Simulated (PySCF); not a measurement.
Ionisation energy of In⁺ by level of theory

In⁺ [Kr] 4d10 5s2 (1S) → In²⁺ [Kr] 4d10 5s1 (2S), as a difference of total energies. All numbers are calculated (PySCF 2.14, scalar relativity through the core potential, in aug-cc-pVQZ-PP with ECP28MDF (7s7p5d3f2g, 92 functions)). Correlated levels: valence: 4s2 4p6 4d10 frozen. The calculations carry no spin-orbit coupling.

```json
{"method": "UHF", "ionisation energy (eV)": "17.009"}
{"method": "PBE", "ionisation energy (eV)": "19.049"}
{"method": "PBE0", "ionisation energy (eV)": "18.716"}
{"method": "PW91", "ionisation energy (eV)": "19.129"}
{"method": "LC-wPBE", "ionisation energy (eV)": "18.496"}
{"method": "M06-2X", "ionisation energy (eV)": "18.665"}
{"method": "MP2 (valence)", "ionisation energy (eV)": "17.674"}
{"method": "SCS-MP2 (valence)", "ionisation energy (eV)": "17.807"}
```

Question: Estimate what LDA gives.

Answer: 19.494 eV, closest to PW91 among the rows shown.

Question: Estimate what r2SCAN gives.

Answer: 18.803 eV, closest to PBE0 among the rows shown.

Errors of the correlated levels include the incompleteness of this basis and the frozen core.

MP2 underrates the near-degeneracy of ns² with np² in the lower species.

For comparison: 18.870 eV (measured; NIST Atomic Spectra Database, ionization energies).
